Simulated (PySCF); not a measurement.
**Ce⁵¹⁺ (cerium, charge +51) across methods**

[He] 2s2 2p3, high-spin 4S determinant. Calculation: PySCF 2.14, in an uncontracted even-tempered set (19 s from 28 bohr⁻², ratio 2.2; 12 p from 36 bohr⁻², ratio 2.2; 5 d from 140 bohr⁻², ratio 2.4; 5 f from 200 bohr⁻², ratio 2.4; 4 g from 310 bohr⁻², ratio 2.4); scalar relativity by spin-free X2C-1e.

| method | E (hartree) | mean ε 2s α (eV) | mean ε 2s β (eV) | mean ε 2p α (eV) | Σ⟨r²⟩ (bohr²) | ⟨S²⟩ |
| --- | --- | --- | --- | --- | --- | --- |
| LDA | -5447.38 | -10417.0 | -10347.7 | -9863.3 | 0.05361 | 3.750 |
| UHF | -5453.78037 | -10589.2 | -10444.9 | -10000.7 | 0.05351 | 3.750 |
| BP86 | -5454.75 | -10428.0 | -10359.9 | -9869.4 | 0.05354 | 3.750 |
| PBE0 | -5453.88 | -10467.8 | -10379.8 | -9901.6 | 0.05355 | 3.750 |
| PW91 | -5454.23 | -10427.7 | -10358.3 | -9869.5 | 0.05356 | 3.750 |
| PBE | -5453.84 | -10426.9 | -10357.3 | -9868.1 | 0.05356 | 3.750 |

Problem. Estimate the same row for r2SCAN.

Solution. E (hartree) = -5454.18; mean ε 2s α (eV) = -10451.1; mean ε 2s β (eV) = -10362.9; mean ε 2p α (eV) = -9884.6; Σ⟨r²⟩ (bohr²) = 0.05353; ⟨S²⟩ = 3.750.

Spin-orbit coupling, which splits the p, d and f shells strongly at this Z, is absent. Spin-orbit coupling is strong in this species (close to jj coupling), so the high-spin LS determinant is a model state, not a physical level.
